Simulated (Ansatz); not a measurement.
C4H10Si2, SMILES [Si@H]1([SiH2]CC1)C=C.

Geometry: PBE0-D3(BJ)/def2-SVP. The structure was generated by enumeration; whether it is a known compound was not checked. The values are those of a single conformer.

Two levels are set side by side: PBE/def2-SVPD (Ansatz, an electronic-structure program) and CAM-B3LYP/def2-SVPD (Ansatz). Energy differences of separate SCF runs at the same geometry; the states with an electron removed or added have multiplicity 2 and 2. Differences are taken from unrounded values.

| quantity | PBE |
|---|---|
| vertical ionisation energy (eV) | 8.59 |
| vertical singlet–triplet gap (eV) | 3.98 |

**Question.** These are the PBE values. What does CAM-B3LYP give? (Estimate from the structure and the level; the computed values follow.)

**Answer.** 
```tsv
quantity	CAM-B3LYP	PBE minus CAM-B3LYP
vertical ionisation energy (eV)	8.94	-0.35
vertical singlet–triplet gap (eV)	4.09	-0.11
```
